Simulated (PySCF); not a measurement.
# Spin states and ions at one geometry of [BiO3]−

PySCF 2.14.0, RKS PBE0, Bi def2-SVP with ECP60, O def2-SVP; non-relativistic Hamiltonian with scalar-relativistic core potentials where named; density fitting; no spin-orbit coupling; singlets restricted, open shells unrestricted. The geometry is relaxed for charge -1, singlet, vacuum:

```xyz
4

Bi    0.0000    0.0000    0.0000
O     1.9622    0.0000    0.0000
O    -0.9811    1.6993    0.0000
O    -0.9811   -1.6993    0.0000
```

Energies count from the relaxed state; an electron taken off or put on is at rest in vacuum. Charges and spins are Mulliken's.

```
                     state  energy (eV)  spin squared  charge on Bi1 (e)  spin on Bi1 (e)  dipole about the centre of mass (D)
charge -1, singlet, vacuum         0.00          0.00               1.02             0.00                                 0.00
charge -1, triplet, vacuum         2.05          2.04               0.85            -0.01                                 0.00
```

Question: What does the state charge 0, doublet, vacuum give?

Answer: energy (eV) 4.46, spin squared 0.77, charge on Bi1 (e) 1.30, spin on Bi1 (e) -0.19, dipole about the centre of mass (D) 0.01.

With an electron taken off (doublet) the charges change, summed by element, by Bi +0.28 e, O +0.72 e. The vertical ionisation energy is 4.46 eV, against −ε(HOMO) = 2.17 eV of the relaxed state. The level lies 2.3 eV too high, as is usual for semilocal functionals and global hybrids, which keep a self-interaction error.

Open shells may have lower solutions than those found.
